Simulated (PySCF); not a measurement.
## Electron correlation in Ni⁺ (nickel, charge +1)

[Ar] 3d8 4p1, one real determinant (an excited configuration). All numbers are calculated (PySCF 2.14, the spin-free X2C one-electron Hamiltonian (Gaussian nucleus), in x2c-TZVPPall with one added diffuse shell each of s, p, d, f type (7s6p5d3f1g, 80 functions)). Frozen: [Ne]; 17 electrons correlated.

```json
{"level": "CCSD", "correlation energy (mhartree)": "-572.67"}
{"level": "(T)", "correlation energy (mhartree)": "-12.01"}
{"level": "CCSD(T)", "correlation energy (mhartree)": "-584.68"}
```

Diagnostics: T1 = 0.012, D1 = 0.0438, largest double amplitude 0.025.

Problem. Is a single reference adequate?

Solution. Yes: T1 lies below 0.03 and no double amplitude reaches 0.07.

The reference is one real determinant that mixes LS terms of this configuration.

This basis was not built for core-valence correlation, so the inner-shell part is incomplete.
